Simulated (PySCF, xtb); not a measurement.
B(Cl)(OH)(SeH) (BClH₂OSe), SMILES OB([SeH])Cl.

Geometry optimised at ωB97X-D3(BJ)/def2-SVP. Other conformers were not sampled.

These are C-PCM-ωB97X/def2-SVP run with PySCF values and carry that method's errors.

The values are the electrostatic part of the solvation free energy, E(continuum) − E(gas) at the gas-phase geometry, in a cavity of scaled van der Waals radii (PySCF's table); cavitation and dispersion terms are not included. In vacuum the orbital gap is 11.93 eV. The dipole moment in vacuum is 1.84 D.

```tsv
solvent	ε	ΔG(elec) (kcal/mol)	dipole (D)	gap (eV)
water	78.36	-4.7	2.37	12.05
chloroform	4.71	-3.7	2.24	12.02
chlorobenzene	5.70	-3.9	2.27	12.03
```

For comparison, GFN2-xTB/ALPB(water) (xtb, at the GFN2-xTB geometry, all terms of that model) gives -7.2 kcal/mol.
